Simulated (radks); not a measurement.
All-electron atom: As II in [Ar] 3d7 4s2 4p5 (not the ground configuration).

Calculated with a radial shooting solver on a logarithmic mesh with Libxc functionals: non-relativistic Kohn-Sham, TPSS, spin-polarised, spherical densities, point nucleus; open shells are filled with parallel spins first; meta-GGA in the generalised Kohn-Sham scheme.

Energy parts (eV):
total: -60674.812
kinetic: 60638.537
electron-nucleus: -143831.828
Hartree: 24721.542
exchange-correlation: -2203.064

Orbitals (lengths in bohr, moments of r in powers of bohr; <r^-3> diverges for s and p1/2):
| orbital | occ. | eigenvalue (eV) | <r^4> | <r^-3> | <r^2> |
|---|---|---|---|---|---|
| 1s up | 1 | -11611.37 | 0.00002107 | - | 0.002879 |
| 1s down | 1 | -11611.27 | 0.00002107 | - | 0.002879 |
| 2s up | 1 | -1509.591 | 0.004347 | - | 0.05023 |
| 2s down | 1 | -1506.738 | 0.004325 | - | 0.05011 |
| 2p up | 3 | -1353.903 | 0.003060 | 1038 | 0.03913 |
| 2p down | 3 | -1351.596 | 0.003041 | 1040 | 0.03901 |
| 3s up | 1 | -234.3468 | 0.2525 | - | 0.4012 |
| 3s down | 1 | -229.1794 | 0.2567 | - | 0.4042 |
| 3p up | 3 | -181.4125 | 0.2879 | 154.7 | 0.4160 |
| 3p down | 3 | -176.2017 | 0.2949 | 152.5 | 0.4204 |
| 3d up | 5 | -89.4313 | 0.4065 | 19.98 | 0.4443 |
| 3d down | 2 | -84.0246 | 0.4337 | 19.66 | 0.4563 |
| 4s up | 1 | -31.7647 | 15.17 | - | 3.133 |
| 4s down | 1 | -30.1594 | 16.14 | - | 3.223 |
| 4p up | 3 | -19.5681 | 28.81 | 15.98 | 4.196 |
| 4p down | 2 | -18.2338 | 31.84 | 15.13 | 4.389 |

The highest occupied level is 4p down at -18.234 eV. The electron density at the nucleus is 2.476e+04 e/bohr^3. The density falls to 0.001 e/bohr^3 at r = 3.84 bohr. Summed over all electrons, <r^2> = 34.51 bohr^2, which gives a Langevin (diamagnetic) susceptibility term of -27.3 x 10^-6 cm^3/mol. Virial ratio -V/T = 2.00060. The spin density at the nucleus is 0.122 e/bohr^3 (1s -0.086, 2s -2.799, 3s 2.091, 4s 0.917), a Fermi contact field of 6.39 T. Spin moment in Bohr magnetons: 4.
